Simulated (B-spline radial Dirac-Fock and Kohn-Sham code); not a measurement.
The computed values come from a B-spline atomic structure program: Dirac-Fock ΔSCF + Breit + QED. Correlation and solid-state effects are left out.

Question: Identify the element and charge state from the binding energies below (tabulated ground configuration; the least bound level is included).

```csv
level,binding energy (eV)
2p1/2,6544.4
2p3/2,6307.2
3s,2761.6
```

Answer: Sn³⁹⁺: Z = 50 with 11 electrons, [Ne] 3s1.
